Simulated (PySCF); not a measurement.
Compound: 4-chloro-1-methyl-1H-imidazole, C4H5ClN2.
SMILES with atom numbers: `[CH3:1][n:2]1[cH:3][n:4][c:5]([Cl:6])[cH:7]1`

Structure used (GFN2-xTB), in Å, numbered top down from 1:
```xyz
12
C4H5ClN2 angstrom
C     -1.7021   -0.2277    0.0726
N     -0.2992    0.0615   -0.0190
C      0.2831    1.2204   -0.3938
N      1.5876    1.1519   -0.3754
C      1.8696   -0.1085    0.0295
Cl     3.4688   -0.6617    0.2031
C      0.7162   -0.8112    0.2589
H     -2.2701    0.6665   -0.1766
H     -1.9723   -1.0270   -0.6204
H     -1.9590   -0.5431    1.0855
H     -0.2701    2.0941   -0.6737
H      0.5486   -1.8158    0.5833
```

Definitions: NICS(0) = −σiso at the ring centroid; NICS(1) = −σiso and NICS(1)zz = −σzz at ±1 Å along the ring normal z. Level: GIAO PBE0/pcSseg-1 (PySCF, non-relativistic, gas phase) on the GFN2-xTB geometry, one conformer.

Ring bond lengths (Å), with Mayer bond orders in brackets: N2–C3 1.350 (1.18), C3–N4 1.306 (1.59), N4–C5 1.354 (1.35), C5–C7 1.370 (1.45), C7–N2 1.367 (1.11).

Problem. Give the NICS values of each ring in ppm.

Solution. 
| ring | type | NICS(0) | NICS(1), two faces | NICS(1)zz, two faces | rms pucker (Å) | centre to ring atoms, mean (Å) |
| --- | --- | --- | --- | --- | --- | --- |
| N2–C3–N4–C5–C7 | 5-membered ring with 2 N; formal bonds all aromatic | -13.2 | -10.5 / -10.6 | -27.7 / -27.7 | 0.00 | 1.15 |

Problem. What can be read from them?

Solution. 
- N2–C3–N4–C5–C7: mean NICS(1)zz -27.7 ppm, shielded, aromatic by this magnetic criterion (flat ring, no four-coordinate atom).

Problem. What does the geometric index give? Use HOMA with the parameters of Krygowski (1993).

Solution. 
- N2–C3–N4–C5–C7: HOMA 0.94; the largest term is that of C7–N2, α(R − Ropt)² = 0.10. The geometric and the magnetic index point the same way.

Problem. What is the mean of the two in-plane components of NICS at the first NICS(1) probe listed for ring N2–C3–N4–C5–C7, 1 Å off the ring?

Solution. The isotropic value is a third of the trace: (3 × -10.5 − (-27.7))/2 = -1.9 ppm.
